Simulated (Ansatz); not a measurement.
C₂H₆MoOS₂ (`C[O][Mo]([CH3])(=[S])=[S]`), relaxed with RKS PBE-D4/def2-SVP in Ansatz 0.2.0 from a rough embedded geometry. The force threshold is 0.03 eV/Å; the program also tests the step.

The species carries charge 0 and has multiplicity 1. Mo: def2 effective core potential.

Start:

```xyz
12

C     0.319    1.108   -1.489
O     1.210    0.027   -1.340
Mo    0.357   -1.186    0.074
C    -0.598    0.045    1.665
S     1.863   -2.262    1.011
S    -0.949   -2.473   -0.792
H     0.358    1.752   -0.641
H    -0.698    0.619   -1.580
H     0.573    1.612   -2.479
H    -0.940   -0.597    2.446
H    -1.550    0.515    1.143
H     0.055    0.840    1.981
```

Problem. How much energy does the relaxation release, and in how many steps? (Best estimate.)

Solution. Ansatz gave: 30.25 kcal/mol, in 19 steps, 1 of them rejected.

Problem. Which bonds change most? (Best estimate.)

Solution. The calculation gave: O2–Mo3 from 2.049 to 1.846 Å; Mo3–C4 from 2.227 to 2.099 Å; Mo3–S6 from 2.028 to 2.129 Å; C4–H11 from 1.183 to 1.111 Å.

Problem. Give the relaxed structure. (An estimate is asked.)

Solution. Ansatz gave: 
```xyz
12

C     0.398    1.206   -2.029
O     0.454    0.647   -0.738
Mo    0.162   -0.874    0.268
C    -0.608   -0.320    2.141
S     1.951   -1.959    0.684
S    -1.298   -2.153   -0.608
H     0.274    2.307   -1.935
H    -0.458    0.791   -2.604
H     1.344    1.001   -2.576
H    -0.792   -1.209    2.777
H    -1.562    0.226    1.983
H     0.136    0.338    2.637
```
